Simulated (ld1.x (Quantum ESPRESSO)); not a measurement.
## What one change does to a pseudopotential (oxygen (O), TM)

- Element: O
- Generator: ld1.x (Quantum ESPRESSO) 7.5
- Type: norm-conserving Troullier–Martins (Kleinman–Bylander form)
- Functional: LDA (PZ)
- Relativity: scalar-relativistic
- Frozen core: [He]
- Valence charge: 6
- Reference configuration: 2s2 2p4
- Partial waves: 2p (bound): rc 2.10 bohr; 2s (bound): rc 0.80 bohr
- Local potential: the s channel
- Core correction: none

All-electron outer shells of the reference configuration (LDA (PZ), scalar-relativistic, ld1.x):

| shell | level (eV) | outermost node (bohr) | outermost maximum (bohr) |
| --- | --- | --- | --- |
| 1s | -510.89 | – | 0.13 |
| 2s | -23.75 | 0.28 | 0.88 |
| 2p | -9.20 | – | 0.82 |

Change: wave 2s (bound): rc 0.80 bohr becomes 2s (bound): rc 1.04 bohr.

Cutoffs: the cutoffs (Ry, on a coarse ladder) from which the occupation-weighted sum of valence levels, in a spherical-Bessel basis at the reference potential, stays within 10 and 1 mRy of its value at 400 Ry; they do not see the model core or the augmentation charge, which bear on the density cutoff. Errors are all-electron minus pseudo energies relative to the spin-unpolarised reference configuration.

**Question.** How do hardness, ghosts and transferability respond?

**Answer.** The potential gets softer (80 Ry and 200 Ry → 55 Ry and 140 Ry); of the 9 tests that both files solve, the error grows in 2 and shrinks in 0 by more than 15 % and 0.3 meV (median size 86.1 → 89.0 meV); neither file shows a bound ghost. A larger radius leaves more room for a smooth pseudo-wave, so fewer plane waves are needed.

```csv
quantity,base,changed
"cutoff, loose",80 Ry,55 Ry
"cutoff, tight",200 Ry,140 Ry
loose cutoff by channel (10 mRy a level),"p 30 Ry, s 70 Ry","p 30 Ry, s 50 Ry"
bound ghosts,none,none
"error for 2s2 2p3, meV [ΔE 16.58 eV]",+86,+89
"error for 2s2 2p2, meV [ΔE 50.29 eV]",+718,+735
"error for 2s2 2p1, meV [ΔE 104.26 eV]",+2735,+2788
"error for 2s1 2p4, meV [ΔE 31.42 eV]",-159,-162
"error for 2s1 2p5, meV [ΔE 14.58 eV]",-4.8,-5.4
"error for 2s2 2p3.5, meV [ΔE 6.37 eV]",+13,+13
"error for 2s2 2p0, meV [ΔE 181.21 eV]",+7296,+7414
"error for 2s2 2p4 (spin-polarised), meV [ΔE -1.41 eV]",+2.3,+4.0
"error for 2s2 2p3 (spin-polarised), meV [ΔE 12.57 eV]",+55,+64
s: phases at 2.29 bohr within 0.05 rad from the reference energy up to (Ry; the scan ends near 5),to the end of the scan,to the end of the scan
p: phases at 2.29 bohr within 0.05 rad from the reference energy up to (Ry; the scan ends near 5),1.2,1.2
```
